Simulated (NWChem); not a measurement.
System: CuH₃O₂; SMILES [OH][Cu]<-[OH2]

Input file for NWChem:

```
start job
memory heap 200 mb stack 900 mb global 1100 mb
geometry units angstroms noautoz
  Cu    -0.002812    -0.136704     0.000792
  O     -0.078950    -1.857953     0.011031
  H      0.797359    -2.260881    -0.095876
  O     -0.038346     1.727347     0.004135
  H     -0.386481     2.098473     0.834930
  H     -0.577749     2.097640    -0.717708
end
basis spherical
  * library def2-svp
end
dft
  xc optx lyp
  iterations 150
  mulliken
end
task dft energy
```

Structure relaxed at the B3LYP/6-31G* (spherical d) level.

Q: What results follow from this input? (OLYP/def2-SVP.) Quantities: energy (Ha); highest occupied level (eV); orbital gap (eV); dipole (D).

A: 
| Quantity | Value |
|---|---|
| energy (Ha) | -1792.83 |
| highest occupied level (eV) | -3.40 |
| orbital gap (eV) | 1.79 |
| dipole (D) | 5.98 |
